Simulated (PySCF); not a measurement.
**Electronic absorption of hexafluoroarsenate anion**

Hexafluoroarsenate anion, AsF₆ (charge -1).
Numbering: `[F:1][As-:2]([F:3])([F:4])([F:5])([F:6])[F:7]`

Level of theory: TDDFT B3LYP/def2-SVPD, vertical, gas phase, core orbitals frozen in the response in PySCF. Geometry: PBE0-D3(BJ)/def2-SVP; no solvent, vibrations or thermal averaging. The geometry's basis has no diffuse functions, a weakness for an anion. The B3LYP/def2-SVPD calculation is non-relativistic and has no spin–orbit coupling, an omission that weighs most on arsenic.

| state | λ (nm) | E (eV) | f | symmetry | main configurations (H = HOMO, L = LUMO) |
| --- | --- | --- | --- | --- | --- |
| S1 | 160.0 | 7.75 | 0.0000 | – | H-2/H-1/H→L (98%) |
| S2 | 160.0 | 7.75 | 0.0000 | – | H-2/H-1/H→L (98%) |
| S3 | 160.0 | 7.75 | 0.0000 | – | H-2/H-1/H→L (98%) |
| S4 | 146.4 | 8.47 | 0.0000 | – | H-3→L (98%) |
| S5 | 146.4 | 8.47 | 0.0000 | – | H-4→L (98%) |
| S6 | 146.4 | 8.47 | 0.0000 | – | H-5→L (98%) |
| S7 | 141.2 | 8.78 | 0.125 | T1u | H-6→L (97%) |
| S8 | 141.2 | 8.78 | 0.125 | T1u | H-7→L (97%) |
| S9 | 141.1 | 8.79 | 0.125 | T1u | H-8→L (97%) |

Triplets (Tamm–Dancoff): T1 7.42 eV, H-2/H-1/H→L (≥96%); T2 7.42 eV, H-2/H-1/H→L (≥95%); T3 7.42 eV, H-2/H-1/H→L (≥95%).

The lowest singlet level (S1/S2/S3) comes at 160 nm (748 kJ/mol) in the vacuum ultraviolet; it is dark (f under 0.0005). The strongest level in the table is S7/S8/S9 at 8.78 eV (141 nm, f = 0.375 summed). It is the last of those listed, so stronger ones may follow. S1/S2/S3, S4/S5/S6 and S7/S8/S9 lie within about 0.01 eV of each other in each set; the point group Oh has degenerate representations, and within a degenerate level the listed configurations can mix freely. Löwdin shares by element: HOMO (one of a set within 0.03 eV) fluorine 100% or more; LUMO arsenic 34%, fluorine 33% or more (atoms not listed hold the other 33%). Of the 9 states listed, 3 reach f = 0.01 and 6 stay under 0.0005. Orbital energies (eV): HOMO-3 -6.61, HOMO-2 -5.89, HOMO-1 -5.89, HOMO -5.89, LUMO 3.21, LUMO+1 5.33, LUMO+2 5.76. Weighted by f, the mean energy of these states is 8.78 eV. From S4 up the states lie above the vertical detachment energy of 8.44 eV (ΔSCF), that is within the continuum, which a finite basis only mimics. Symmetry labels in Oh follow from the direction of the transition dipole and are given only for states with f of 0.002 or more. Orbitals of the list HOMO-3 to LUMO+2 that lie within 0.01 eV of each other are written together with a slash and their weights summed (≥ marks a lower bound); for degenerate orbitals outside that list single weights are arbitrary. The window holds the lowest 10 singlets. The highest level found (9.79 eV, f 0.0000 so far) is left out, since the window may have cut off a degenerate partner.
